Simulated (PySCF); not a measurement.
C2H7BFNO, SMILES OB(NCC)F.

Coordinates come from a PBE-D3(BJ)/def2-SVP optimisation. This is a generated structure with no PubChem entry under its InChIKey; it may be hypothetical. The values are those of a single conformer.

Method: ωB97X/def2-TZVP run with PySCF.

| Property | Result |
|---|---|
| total energy | -335.31405 hartree |
| highest occupied level | -9.67 eV |
| lowest empty level | 2.80 eV |
| orbital gap | 12.48 eV |
| dipole moment | 0.71 D |
| quadrupole, principal values (traceless, Buckingham form, about the centre of nuclear charge) | -4.82, -2.64, 7.46 D·Å |
| mean static polarisability | 50.5 bohr³ (7.48 Å³) |
| polarisability, principal values | 43.0, 46.9, 61.5 bohr³ |
